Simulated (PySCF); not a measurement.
## Correlation energy of Cu (copper, neutral)

[Ar] 3d9 4s2, 2D determinant (an excited configuration). Calculation: PySCF 2.14, in x2c-TZVPPall (6s5p4d2f1g, 64 functions); the spin-free X2C one-electron Hamiltonian (Gaussian nucleus). Frozen: [Ne]; 19 electrons correlated.

MP2 pair energies summed by pair of shells (mhartree):

```json
{"pair": "3d-3d", "energy": "-333.57", "share (%)": "45.7"}
{"pair": "3p-3d", "energy": "-207.02", "share (%)": "28.4"}
{"pair": "3p-3p", "energy": "-48.88", "share (%)": "6.7"}
{"pair": "3s-3d", "energy": "-42.36", "share (%)": "5.8"}
{"pair": "3d-4s", "energy": "-41.63", "share (%)": "5.7"}
{"pair": "3s-3p", "energy": "-23.29", "share (%)": "3.2"}
{"pair": "4s-4s", "energy": "-22.21", "share (%)": "3.0"}
{"pair": "3p-4s", "energy": "-6.57", "share (%)": "0.9"}
{"pair": "3s-3s", "energy": "-3.67", "share (%)": "0.5"}
{"pair": "3s-4s", "energy": "-0.59", "share (%)": "0.1"}
```

Total MP2 correlation energy: -729.78 mhartree.

Same-spin part -239.22 and opposite-spin part -490.56 mhartree; SCS-MP2 scales them by 1/3 and 6/5 to -668.41 mhartree.

This basis was not built for core-valence correlation, so the inner-shell part is incomplete.
